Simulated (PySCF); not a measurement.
# How methods differ on the excitation energy of Ga

Ga [Ar] 3d10 4s2 4p1 (2P) → Ga [Ar] 3d10 4s1 4p1 5s1 (4P), as a difference of total energies. All numbers are calculated (PySCF 2.14, scalar relativity through the core potential, in aug-cc-pwCVDZ-PP with ECP10MDF). Correlated levels: valence: 3s2 3p6 3d10 frozen; valence and next inner shell: nothing frozen outside the core potential. The calculations carry no spin-orbit coupling.

| method | excitation energy (eV) |
| --- | --- |
| UHF | 7.321 |
| LDA | 9.273 |
| PBE | 8.951 |
| PBE0 | 8.706 |
| r2SCAN | 8.849 |
| r2SCAN0 | 8.676 |
| PW91 | 8.982 |
| revPBE | 8.810 |
| wB97X | 9.358 |
| MP2 (valence) | 8.013 |
| SCS-MP2 (valence) | 8.231 |
| MP2 (valence and next inner shell) | 8.563 |
| SCS-MP2 (valence and next inner shell) | 8.681 |

Task: How much does correlation contribute at MP2 (valence and next inner shell)?

Result: 8.563 − (7.321) = 1.242 eV, measured against UHF.

The upper state lies above the first ionisation limit, but in LS coupling its spin forbids autoionisation to the ground ion. A Rydberg-like electron needs more diffuse functions than a valence basis has.

The promoted electron is Rydberg-like, and one or two diffuse shells describe it only roughly, which tends to raise the upper state.
